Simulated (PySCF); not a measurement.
CHO, SMILES C#[O+], charge +1. Atoms are numbered in the order given.

```xyz
3

C      0.0000     0.0000     0.5157
O      0.0000     0.0000    -0.5883
H      0.0000     0.0000     1.6126
```
Charge +1, spin multiplicity 1.

Coordinates come from a r2SCAN-D4/def2-TZVPD optimisation.

All values below come from PySCF with SMD-PBE0/def2-SVP.

Solvation free energies are E(SMD) − E(gas) at the gas-phase geometry, for 1 M in both phases.

| solvent | ΔG(solv) (kcal/mol) | its non-electrostatic (CDS) part |
|---|---|---|
| water | -82.8 | 5.3 |
| ethylethanoate | … | … |
| benzene | -43.8 | 1.7 |

Task: Fill in the missing entries. (The exact figures need the calculation; the answer reports its results.)

Result: 
- ethylethanoate, ΔG(solv) (kcal/mol): -67.3
- ethylethanoate, its non-electrostatic (CDS) part: 1.7
